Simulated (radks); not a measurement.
The numbers below are computed, except where a source is named.
Mn IX, configuration [Ne] 3s2 3p5.

Level of theory: scalar-relativistic Kohn-Sham, PBE, spin-polarised, spherical densities, finite nucleus; open shells are filled with parallel spins first; Fermi nuclear charge, rms radius 3.7057 fm (a radial shooting solver on a logarithmic mesh with Libxc functionals).

Energy parts (hartree):
total: -1136.68829
kinetic: 1149.77435
electron-nucleus: -2601.09137
Hartree: 361.22570
exchange-correlation: -46.59698

Orbitals (lengths in bohr, moments of r in powers of bohr; r(max) is where P^2 peaks; r(90%) holds 90 % of the orbital's charge):
| orbital | occ. | eigenvalue (hartree) | r(max) | <r^4> | r(90%) |
|---|---|---|---|---|---|
| 1s up | 1 | -242.9015 | 0.03987 | 0.00006406 | 0.109 |
| 1s down | 1 | -242.8803 | 0.03987 | 0.00006405 | 0.109 |
| 2s up | 1 | -34.00735 | 0.2323 | 0.01464 | 0.432 |
| 2s down | 1 | -33.99112 | 0.2324 | 0.01461 | 0.432 |
| 2p up | 3 | -29.83864 | 0.1883 | 0.01127 | 0.404 |
| 2p down | 3 | -29.81434 | 0.1884 | 0.01125 | 0.403 |
| 3s up | 1 | -8.97024 | 0.7049 | 0.7266 | 1.14 |
| 3s down | 1 | -8.88934 | 0.7053 | 0.7339 | 1.15 |
| 3p up | 3 | -7.75416 | 0.7058 | 0.8298 | 1.19 |
| 3p down | 2 | -7.67509 | 0.7063 | 0.8408 | 1.19 |

The highest occupied level is 3p down at -208.85 eV. Summed over all electrons, <r^2> = 5.661 bohr^2, which gives a Langevin (diamagnetic) susceptibility term of -4.48 x 10^-6 cm^3/mol. The electron density at the nucleus is 1.329e+04 e/bohr^3 (large components only). The density falls to 0.001 e/bohr^3 at r = 1.99 bohr. For comparison, the ionisation energy in NIST's Atomic Spectra Database is 221.9 eV (semi-empirical). In exact Kohn-Sham theory the highest level is minus the ionisation energy, but local and semilocal functionals leave it too shallow, through self-interaction and a potential that decays too fast; potentials with the right tail come closer. The spin density at the nucleus is -0.1382 e/bohr^3 (1s -0.6640, 2s 0.1676, 3s 0.3582). Spin moment in Bohr magnetons: 1.
